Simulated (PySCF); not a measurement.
# Radial density of P³⁺ (phosphorus, charge +3)

UHF, [Ne] 3s2, closed-shell 1S. Computed with PySCF 2.14 in x2c-SVPall (4s3p1d, 18 functions), with scalar relativity by spin-free X2C-1e.

| r (bohr) | 4πr²ρ (e/bohr) |
| --- | --- |
| 0.00172 | 0.08027 |
| 0.00289 | 0.2235 |
| 0.00486 | 0.6063 |
| 0.00818 | 1.548 |
| 0.0138 | 3.587 |
| 0.0231 | 7.569 |
| 0.0389 | 13.21 |
| 0.0654 | 17.16 |
| 0.110 | 14.22 |
| 0.185 | 10.68 |
| 0.311 | 15.18 |
| 0.524 | 12.59 |
| 0.881 | 3.219 |
| 1.48 | 1.495 |
| 2.49 | 0.4953 |
| 4.19 | 0.004532 |

Densities and radii are taken from the X2C orbitals without a picture-change correction, which distorts them close to the nucleus.
